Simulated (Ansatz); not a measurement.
Pulling on the C5–H6 bond in CH5OSb (SMILES C[O][SbH2]) (multiplicity 1 held, fragments rigid). Energies count from the point at 1.097 Å.
Geometry at that point (charge 0, multiplicity 1):
| atom | x (Å) | y (Å) | z (Å) |
|---|---|---|---|
| Sb | -0.3916 | 0.2729 | 0.3797 |
| H | -1.5274 | -0.6889 | -0.5020 |
| H | -0.4229 | 1.4423 | -0.8947 |
| O | 1.2163 | -0.6790 | -0.2641 |
| C | 1.3391 | -0.9960 | -1.6388 |
| H | 1.3361 | -0.0961 | -2.2654 |
| H | 2.2903 | -1.5146 | -1.7777 |
| H | 0.5293 | -1.6528 | -1.9785 |

Signs of static correlation in def2-TZVPP, with CASSCF(2,2), from Ansatz (a program for electronic structure) runs.

| R (Å) | T1 of restricted CCSD | largest double amplitude of restricted CCSD | CASSCF natural occupations |
|---|---|---|---|
| 0.877 | 0.014 | 0.051 | 1.99 0.01 |
| 0.987 | 0.014 | 0.051 | 1.99 0.01 |
| 1.097 | 0.014 | 0.051 | 1.98 0.02 |
| 1.206 | 0.014 | 0.051 | 1.97 0.03 |
| 1.316 | 0.014 | 0.051 | 1.96 0.04 |
| 1.480 | 0.015 | 0.051 | 1.94 0.06 |
| 1.645 | 0.016 | 0.047 | 1.91 0.09 |
| 1.919 | 0.020 | 0.093 | 1.83 0.17 |
| 2.193 | 0.027 | ? | 1.72 0.28 |
| 2.522 | 0.040 | 0.354 | 1.55 0.45 |
| 2.961 | ? | 0.520 | 1.33 0.67 |
| 3.509 | 0.082 | 0.708 | 1.16 0.84 |

Q: Some entries are withheld; supply them.

A: 
- 2.193, largest double amplitude of restricted CCSD: 0.166
- 2.961, T1 of restricted CCSD: 0.060

Doubts at one or more of the structures used: a restricted determinant that unrestricted orbitals would lower (R-CCSD(T)/def2-TZVPP); other coupled-cluster roots lie near (R-CCSD(T)/def2-TZVPP); T1 above 0.05 (R-CCSD(T)/def2-TZVPP, U-CCSD(T)/def2-TZVPP); a spin-contaminated determinant (U-CCSD(T)/def2-TZVPP).
